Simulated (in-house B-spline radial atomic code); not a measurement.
Values are calculated unless marked as measured or tabulated.
Ghost states of the separable form: I

I, [Kr] 4d10 5s2 5p5, non-relativistic PBE, spherical and spin-unpolarised, from an all-electron radial atomic-structure program (B-spline basis) (atomic units; all potentials screened as in the neutral atom).

Troullier-Martins channels: 5s (ε = -0.5886, r_c = 1.527 bohr), 5p (ε = -0.2626, r_c = 1.687 bohr). In the Kleinman-Bylander form one channel serves as the local potential, and each other channel l becomes |δV u><u δV|/<u|δV|u>, with δV = V_l − V_local and u the pseudo-orbital. Its strength is E_KB = <u|δV²|u>/<u|δV|u>. By the analysis of Gonze, Stumpf and Scheffler a spurious state lies below the reference level ε if E_KB > 0 and ε is above the second level of the local potential alone, or if E_KB < 0 and ε is above its first. The table's levels are those of angular momentum l in a sphere of 9 bohr, whose wall can lift a shallow ε a little above its free-atom value.

| local | channel | <u δV u> | <u δV² u> | ε | first local level | second local level |
| --- | --- | --- | --- | --- | --- | --- |
| p | s | -0.010796 | 0.37431 | -0.5886 | -0.8272 | -0.1171 |
| s | p | 0.0082585 | 0.19213 | -0.2625 | -0.2925 | 0.0882 |

Apply the rule to each row.

Local p, channel s: E_KB = -34.7, so ε = -0.5886 is set against -0.8272: a ghost. Local s, channel p: E_KB = +23.3, so ε = -0.2625 is set against 0.0882: no ghost.

Diagonalising the separable Hamiltonian gives:

| local | channel | three lowest levels | all-electron, two lowest valence levels |
| --- | --- | --- | --- |
| p | s | -27.9850, -0.5886, 0.0205 | -0.5886, 0.0200 |
| s | p | -0.2626, 0.0928, 0.4238 | -0.2625, 0.0929 |

Which choices of local channel are safe?

Free of ghosts: s. With p local the s channel has a ghost 27.40 hartree below ε, since the attractive projector pulls a state below the first local level. Among the safe choices the second level, which tests transfer, is off by at most 0.1 millihartree (s local). A small <u δV u> makes E_KB large and sensitive.
